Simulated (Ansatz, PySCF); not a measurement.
Gas-phase reaction (SMILES): [F][In]([F])[Cl] + Cl (HCl) -> [F][In]([Cl])[Cl] + F (HF); hydrogen chloride cleaves one In-F bond, a model of a ligand-exchange step.

Structures are relaxed separately at B3LYP-D3(BJ)/def2-TZVP in Ansatz (an electronic-structure program). Cores are frozen in the correlated levels unless marked. No spin-orbit coupling. The frozen core is the preceding noble-gas configuration, with the filled d and f shells of earlier blocks. In def2 rows, elements after Kr have scalar-relativistic effective core potentials. CBS(X,Y): correlation extrapolated as X^-3; Hartree-Fock from the larger set. Thermal terms are rigid-rotor harmonic-oscillator values from B3LYP-D3(BJ) frequencies (Ansatz or PySCF) at 298.15 K and 1 atm. 1 Eh = 627.5095 kcal/mol.

```tsv
species	E, CCSD(T)/CBS(def2-TZVPPD,def2-QZVPPD) (Ansatz) (Eh)	E, PBE0-D4/def2-TZVPD (Ansatz + dftd4) (Eh)	H - E (Eh)
[F][In]([F])[Cl]	-848.75258	-849.89316	0.01095
Cl (HCl)	-460.37886	-460.66608	0.01000
[F][In]([Cl])[Cl]	-1208.76075	-1210.18970	0.01057
F (HF)	-100.39266	-100.39487	0.01259
```

Problem. Work out ΔE and ΔH at 298.15 K at the first level, then ΔH at the second.

Solution. 
1. ΔE = [(-1208.76075) + (-100.39266)] - [(-848.75258) + (-460.37886)] = -0.02197 Eh = -13.8 kcal/mol at CCSD(T)/CBS(def2-TZVPPD,def2-QZVPPD).
2. The terms H - E add up to 0.00221 Eh, so ΔH = (-0.02197 + (0.00221))×627.5095 = -12.4 kcal/mol.
3. At PBE0-D4/def2-TZVPD the same steps give ΔE = -15.9 and ΔH = -14.5 kcal/mol, a shift of -2.1 from the first level.
4. These values are not checked against measurement here, since the tables used lack a sound gas-phase enthalpy of formation for at least one species.
